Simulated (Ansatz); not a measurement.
Ansatz (a first-principles code) input (RI-MP2/aug-cc-pVQZ):
A basis named .json is the Basis Set Exchange file of that set.

Ansatz 0.2 input:
```yaml
crystal:
  periodic: [false, false, false]
  atoms:
    - {symbol: As, position_ang: [-0.00000000, 0.00000000, -0.00000000]}
    - {symbol: H, position_ang: [0.00688244, -0.00058830, 1.60544894]}
    - {symbol: H, position_ang: [-0.00688244, 0.00058830, -1.60544894]}
    - {symbol: H, position_ang: [1.53171662, 0.00083780, -0.00656605]}
    - {symbol: H, position_ang: [-0.76658177, 1.32609870, 0.00377221]}
    - {symbol: H, position_ang: [-0.76513484, -1.32693650, 0.00279384]}
basis:
  gaussian:
    orbitals: aug-cc-pVQZ
    fitting: {mean_field: def2-universal-jkfit, correlation: aug-cc-pVQZ-RIFIT.json}
total_charge: 1
magnetization: {spin_polarized: true, initial_magnetization: 1}
correlation: {method: mp2, electrons: outside_noble_gas}
```

End of the output:

```
integrals: 0.43 GiB planned
356 factors; integrals over basis functions are off by at most 6.7e0 eV
mean field: 0.97 GiB planned
mean field evaluation 1: about -60863.5156 eV, gradient 9.4e0 eV
mean field evaluation 2: about -60864.3798 eV, gradient 4.2e0 eV
mean field evaluation 4: about -60864.5661 eV, gradient 8.1e-1 eV
mean field evaluation 8: about -60864.5798 eV, gradient 1.9e-6 eV
mean field -60864.57978290 eV, -2236.7320515278 hartree, gradient 1.9e-6 eV, S^2 0.813295; 0 other end points of the search recorded, 0 dependent functions left out
14 core orbitals not correlated
662 factors; their error is unknown
reference -60864.57978290 eV, -2236.7320515278 hartree; 5, 4 occupied and 304, 305 virtual orbitals, 662 factors
second order -4.90214773 eV of doubles, -0.00000000 eV of singles
Total energy: -60869.48193063 eV, -2236.9122021340 hartree
```

This state (charge 1, doublet) is run at the relaxed geometry of the species with charge 0 and multiplicity 1.
